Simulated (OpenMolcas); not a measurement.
An atom or ion with 21 electrons was computed by SS-CASPT2, IPEA 0.25 Eh, imaginary shift 0.1 Eh with spin-orbit coupling (OpenMolcas, ANO-RCC-VTZP, DKH2). The lowest levels that the run gave, each within 12 % of the measured value where one is at hand:

| J | Parity | E (cm⁻¹) | g |
| --- | --- | --- | --- |
| 3/2 | even | 0.0 | 0.400 |
| 5/2 | even | 989 | 1.029 |
| 7/2 | even | 2290 | 1.238 |
| 9/2 | even | 3850 | 1.333 |
| 1/2 | even | 24300 | 2.643 |
| 3/2 | even | 24580 | 1.718 |
| 5/2 | even | 25830 | 1.599 |
| 7/2 | even | 26520 | 0.889 |
| 9/2 | even | 27740 | 1.104 |
| 3/2 | even | 34330 | 0.995 |
| 1/2 | even | 35960 | 0.693 |
| 9/2 | even | 36490 | 0.917 |

Which ion is it, and what are the configurations and terms?

Ni7+ (Z = 28, charge +7; active space 3 electrons in 5 orbitals (3d)). J, parity and g give the terms where levels are pure, and mixed ones are named by the computed weights; the size of the splittings, set against known spectra of the 21-electron sequence, gives the charge. In order, with the measured energies in cm⁻¹ (Corliss and Sugar, J. Phys. Chem. Ref. Data 10, 197 (1981)): 3d³ ⁴F_3/2, 3d³ ⁴F_5/2 (1012), 3d³ ⁴F_7/2 (2184), 3d³ ⁴F_9/2 (3721), 3d³ ⁴P_1/2 (23261), 3d³ ⁴P_3/2 (23710), 3d³ ⁴P_5/2 (24669), 3d³ ²G_7/2, 3d³ ²G_9/2, 3d³ ²D_3/2(1) [65 %], 3d³ ²P_1/2, 3d³ ²H_9/2.

Term energies are means over components that CASPT2 splits; among the terms shown or strongly mixed into the levels shown the widest spread is 880 cm-1 (3d³ ²H). The CASPT2 spread within a term exceeds the gap to the next term for 3d³ ²P and 3d³ ²D(1), 3d³ ²D(1) and 3d³ ²H, so the order of their levels is uncertain, and so are names and mixing where such terms share a J. Measured partners are found by configuration, term and J. A level has none where our copy of the source lacks it or the pairing is in doubt (some pairs that miss far off the trend of their configuration count as doubtful), and it then counts in no deviation. Only configurations of the active space appear.

A share in square brackets marks a mixed level and gives the weight of the term that names it. A number in round brackets counts repeated terms of one configuration in the order of the reference energies.
